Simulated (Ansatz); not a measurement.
C3H7GeN can be A, `[GeH3][CH2]N1C=C1`, or B, `[CH]1=NC[CH2][GeH2]1`.

Program: Ansatz. Geometries: PBE0-D4/def2-TZVP. ΔE: electronic, gas phase. CBS: MP2 limit from def2 TZ/QZ plus the TZ coupled-cluster correction, frozen cores. Functionals use def2-TZVPP. B3LYP here is the variant with VWN-RPA as its local correlation; programs differ in this. For Ge outer-core shells are correlated without core-valence functions, which leaves a few kJ/mol of doubt a bond. Scalar relativity is left out up to krypton. Each species was taken in one conformer, which may not be the lowest.

Question: Which is lower in electronic energy at CCSD(T)/CBS, and by how much? (Best estimate.)

Answer: Ansatz gave: B, by 327.8 kJ/mol.

Question: Give E(B) − E(A) in kJ/mol with PBE0-D4, CCSD(T)/def2-TZVPP, PBE-D4, ωB97M-V, B3LYP-D4, B2PLYP, B3LYP. (An estimate is asked.)

Answer: Computed: PBE0-D4 -332.2, CCSD(T)/def2-TZVPP -330.0, PBE-D4 -322.0, ωB97M-V -326.3, B3LYP-D4 -326.5, B2PLYP -327.4, B3LYP -323.1. None reverses the order clearly.

Largest T1 diagnostic: 0.012.

From PBE to PBE0 (25 % exact exchange), in def2-TZVPP and without D4, E(B) − E(A) moves by −10.6 kJ/mol. The D4 term adds −3.4 kJ/mol with B3LYP and −1.5 kJ/mol with PBE0; it sums over pairs of atoms, weighted by their polarisabilities, and B3LYP, whose exchange is more repulsive, gets the larger term.
